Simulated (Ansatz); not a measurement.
`[SeH][SiH2][SeH]` + HCl → `Cl[SiH2][SeH]` + H₂Se at 400 K and 1 bar (ligand exchange at the Si–Se bond).

Computed with Ansatz on PBE0-D4/def2-TZVP structures; ΔE is electronic, products minus reactants. CCSD(T)/CBS adds triple-zeta CCSD(T) − MP2 to the extrapolated MP2 energy (def2 sets, frozen cores). This one scheme is used for every species. For Se outer-core shells are correlated without core-valence functions, which leaves a few kJ/mol of doubt a bond. Scalar relativity is left out up to krypton. One conformer a species, not always the lowest.

```
           species  CCSD(T)/CBS energy (Eh)  H − E (kJ/mol)  S (J/(mol·K))
`[SeH][SiH2][SeH]`              -5092.94208           117.3          365.2
               HCl               -460.38127            29.6          195.4
   `Cl[SiH2][SeH]`              -3151.43476            95.3          349.9
              H₂Se              -2401.89790            49.4          229.5
```

H − E and S are ideal-gas, rigid-rotor, harmonic terms from PBE0-D4/def2-TZVP, for one conformer and one mirror image of each species. 1 Eh = 2625.50 kJ/mol, R = 8.31446 J/(mol·K).

By hand: ΔE, ΔH, ΔS and ΔG.

ΔE = (-3151.43476) + (-2401.89790) − (-5092.94208) − (-460.38127) = -0.00931 Eh = -24.4 kJ/mol. Δ(H − E) = 95.3 + 49.4 − 117.3 − 29.6 = -2.2, so ΔH = -26.6 kJ/mol. ΔS = 349.9 + 229.5 − 365.2 − 195.4 = 18.8 J/(mol·K). ΔG = -26.6 − 400 × (18.8)/1000 = -34.1 kJ/mol.

By hand: the equilibrium constant, and the temperature at which ΔG would vanish if ΔH and ΔS stayed fixed.

log₁₀ K = −ΔG/(RT ln 10) = 4.5. ΔH and −TΔS have one sign here, so there is no such temperature.

ΔH outweighs TΔS. A doubt of 5 kJ/mol in ΔE shifts log₁₀ K by 0.7 here. Other conformers and mirror images would add mixing entropy, several J/(mol·K) or more a flexible species. These are equilibria of isolated gas molecules and say nothing of rates. Largest T1 diagnostic: 0.009 (customary marks: 0.02 for closed shells, 0.045 for open ones).
